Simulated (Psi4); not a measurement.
CsI, charge -1, doublet, at the geometry of the source list (a state made from the parent by changing its charge; the spin is typed, not shown lowest) (core potentials on Cs, I) (a gas-phase anion, which may not be bound at this level); Psi4 1.11 with PBE/def2-SVP.

The Psi4 input:
```
memory 2 GB

molecule {
-1 2
  Cs   -1.12140000   -0.79660000   -0.95550000
  I     1.12140000    0.79660000    0.95550000
}

set basis def2-svp
set reference uks

energy('pbe')
print_variables()
```

The log (banner, timings and long lists left out):

```
   => Loading Basis Set <=

    Name: DEF2-SVP
    Role: ORBITAL
    Keyword: BASIS

    !!!  WARNING: ECP capability is in beta. Please check occupations closely.  !!!

         ---------------------------------------------------------
                                   SCF
               by Justin Turney, Rob Parrish, Andy Simmonett
                          and Daniel G. A. Smith
                              UKS Reference
         ---------------------------------------------------------

  ==> Geometry <==

    Molecular point group: c2v
    Full point group: C_inf_v

    Geometry (in Angstrom), charge = -1, multiplicity = 2:

       Center              X                  Y                   Z               Mass
    ------------   -----------------  -----------------  -----------------  -----------------
         CS           0.000000000000     0.000000000000    -1.636155469048   132.905451961000
         I           -0.000000000000     0.000000000000     1.713524975413   126.904471900000

  Running in c2v symmetry.

  Rotational constants: A = ************  B =      0.02314  C =      0.02314 [cm^-1]
  Rotational constants: A = ************  B =    693.81943  C =    693.81943 [MHz]
  Nuclear repulsion =   35.545143596505788

  Charge       = -1
  Multiplicity = 2
  Electrons    = 35
  Nalpha       = 18
  Nbeta        = 17

  ==> Algorithm <==

  SCF Algorithm Type is DF.
  DIIS enabled.
  MOM disabled.
  Fractional occupation disabled.
  Guess Type is SAD.
  Energy threshold   = 1.00e-06
  Density threshold  = 1.00e-06
  Integral threshold = 1.00e-12

  ==> Primary Basis <==

  Basis Set: DEF2-SVP
    Blend: DEF2-SVP
    Number of shells: 20
    Number of basis functions: 50
    Number of Cartesian functions: 54
    Spherical Harmonics?: true
    Max angular momentum: 2

  Core potential: DEF2-SVP
    Number of shells: 8
    Number of ECP primitives: 39
    Number of ECP core electrons: 74
    Max angular momentum: 3

  ==> DFT Potential <==

   => LibXC <=

    Version 7.1.2
    S. Lehtola, C. Steigemann, M. J. T. Oliveira, and M. A. L. Marques,  SoftwareX 7, 1–5 (2018) (10.1016/j.softx.2017.11.002)

   => Composite Functional: PBE <=

    PBE GGA Exchange-Correlation Functional

    J.P. Perdew et. al., Phys. Rev. Lett., 77(18), 3865-3868, 1996

    Deriv               =              1
    GGA                 =           TRUE
    Meta                =          FALSE

    Exchange Hybrid     =          FALSE
    MP2 Hybrid          =          FALSE

[...]

   @Spin Contamination Metric:   5.058988257E-05
   @S^2 Expected:                7.500000000E-01
   @S^2 Observed:                7.500505899E-01
   @S   Expected:                5.000000000E-01
   @S   Observed:                5.000000000E-01

    Orbital Energies [Eh]
    ---------------------

    Alpha Occupied:

[...]
    Alpha Virtual:

[...]
    Beta Occupied:

[...]
    Beta Virtual:

[...]
    Final Occupation by Irrep:
             A1    A2    B1    B2
    DOCC [     8,    1,    4,    4 ]
    SOCC [     1,    0,    0,    0 ]
    NA   [     9,    1,    4,    4 ]
    NB   [     8,    1,    4,    4 ]

  @DF-UKS Final Energy:  -317.95178936410832

   => Energetics <=

    Nuclear Repulsion Energy =             35.5451435965057883
    One-Electron Energy =                -628.5854311303298800
    Two-Electron Energy =                 300.6478705421307609
    DFT Exchange-Correlation Energy =     -25.5593723724150230
    Empirical Dispersion Energy =           0.0000000000000000
    VV10 Nonlocal Energy =                  0.0000000000000000
    Total Energy =                       -317.9517893641083219

  UHF NO Occupations:
  HONO-2 :    4 B1 1.9999948
  HONO-1 :    8 A1 1.9999924
  HONO-0 :    9 A1 1.0000000
  LUNO+0 :   10 A1 0.0000076
  LUNO+1 :    5 B2 0.0000052
  LUNO+2 :    5 B1 0.0000052
  LUNO+3 :    6 B2 0.0000029

Computation Completed

Properties will be evaluated at   0.000000,   0.000000,   0.000000 [a0]

Properties computed using the SCF density matrix

 Multipole Moments:

 ------------------------------------------------------------------------------------
     Multipole            Electronic (a.u.)      Nuclear  (a.u.)        Total (a.u.)
 ------------------------------------------------------------------------------------

 L = 1.  Multiply by 2.5417464519 to convert [e a0] to [Debye]
 Dipole X            :          0.0000000            0.0000000            0.0000000
 Dipole Y            :          0.0000000            0.0000000            0.0000000
 Dipole Z            :        -51.5965837           53.1253512            1.5287675
 Magnitude           :                                                    1.5287675

 ------------------------------------------------------------------------------------

  Variable Map:
  ----------------------------------------------------------------------------
[...]
  Array Variable Map:
  ----------------------------------------------------------------------------
[...]
[...]
```
